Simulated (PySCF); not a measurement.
Stepwise substitution at one centre (Al Br-SiH3). Isolated molecules, 0 K electronic values unless said otherwise. Strings in code marks are SMILES.

All values below come from M06-2X/def2-TZVP // B3LYP-D3(BJ)/def2-TZVP run with PySCF. 

```
species                                                dipole moment (D)  LUMO (eV)
-----------------------------------------------------  -----------------  ---------
0 of 3 Br replaced by SiH3 (`[Br][Al]([Br])[Br]`)                   0.00      -0.97
1 of 3 Br replaced by SiH3 (`[Br][Al]([Br])[SiH3]`)                    …      -1.35
2 of 3 Br replaced by SiH3 (`[SiH3][Al]([SiH3])[Br]`)               1.46      -1.68
3 of 3 Br replaced by SiH3                                             …      -1.92
```

Question: Some entries are withheld; supply them.

Answer: 
- 1 of 3 Br replaced by SiH3 (`[Br][Al]([Br])[SiH3]`), dipole moment (D): 1.57
- 3 of 3 Br replaced by SiH3, dipole moment (D): 0.17
